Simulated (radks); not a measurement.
Q: These are the eigenvalues of the occupied orbitals of an atom or ion with whole-number occupations (hartree). All-electron calculation, scalar-relativistic Kohn-Sham, PBE, spin-unpolarised, spherical densities, point nucleus. Program: a radial shooting solver on a logarithmic mesh with Libxc functionals.

| orbital | eigenvalue |
|---|---|
| 1s | -102.0788 |
| 2s | -10.22774 |
| 2p | -7.98593 |
| 3s | -1.54374 |
| 3p | -1.05557 |
| 4f | -0.09140 |

Which element is it, and in what charge state? The configuration may be excited.

A: Z = 17, chlorine, charge +1: Cl+ in [Ne] 3s1 3p4 4f1. The list shows which subshells hold electrons but not how many an open one holds; the 1s level, -102.08 hartree, gives Z - s = 14.3 by -(Z - s)^2/2, which with screening and relativity narrows Z to a few neighbours, and the depths of the outer levels then fix element, charge and occupations together.
